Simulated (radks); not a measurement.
The erbium ion Er+, configuration [Xe] 4f12 6s1 (the NIST ground configuration).

All-electron calculation, scalar-relativistic Kohn-Sham, r2SCAN, spin-unpolarised, spherical densities, finite nucleus; meta-GGA in the generalised Kohn-Sham scheme; Fermi nuclear charge, rms radius 5.2516 fm. Program: a radial shooting solver on a logarithmic mesh with Libxc functionals.

Energy parts (hartree):
| part | energy |
|---|---|
| total | -13086.1291 |
| kinetic | 14185.6707 |
| electron-nucleus | -32098.7492 |
| Hartree | 5104.8820 |
| exchange-correlation | -277.9327 |

Orbitals (lengths in bohr, moments of r in powers of bohr; r(max) is where P^2 peaks):
orbital  occ.  eigenvalue (hartree)      <r^2>   r(max)      <r>
1s          2             -2111.284  0.0005681  0.01286  0.02037
2s          2             -355.7455   0.008833  0.07320  0.08644
2p          6             -314.5599   0.007189  0.05956  0.07672
3s          2             -80.21498    0.05788   0.2069   0.2250
3p          6             -67.62313    0.05832   0.2037   0.2243
3d         10             -51.85031    0.04875   0.1666   0.2038
4s          2             -16.18674     0.2917   0.4740   0.5084
4p          6             -12.02691     0.3306   0.4954   0.5391
4d         10              -6.42955     0.3962   0.5121   0.5841
4f         12              -0.35318     0.9381   0.5104   0.8238
5s          2              -2.20715      1.779    1.115    1.256
5p          6              -1.24952      2.522    1.276    1.488
6s          1              -0.32799      15.49    3.253    3.713

The highest occupied level is 6s at -8.925 eV. Summed over all electrons, <r^2> = 52.98 bohr^2, which gives a Langevin (diamagnetic) susceptibility term of -42 x 10^-6 cm^3/mol. The electron density at the nucleus is 9.193e+05 e/bohr^3 (large components only). The density falls to 0.001 e/bohr^3 at r = 4.42 bohr. For comparison, the ionisation energy in NIST's Atomic Spectra Database is 11.92 eV (semi-empirical). In exact Kohn-Sham theory the highest level is minus the ionisation energy, but local and semilocal functionals leave it too shallow, through self-interaction and a potential that decays too fast; potentials with the right tail come closer.

Beside tabulated values, note that spin-unpolarised runs miss the spin-polarisation part of the exchange energy of open shells.
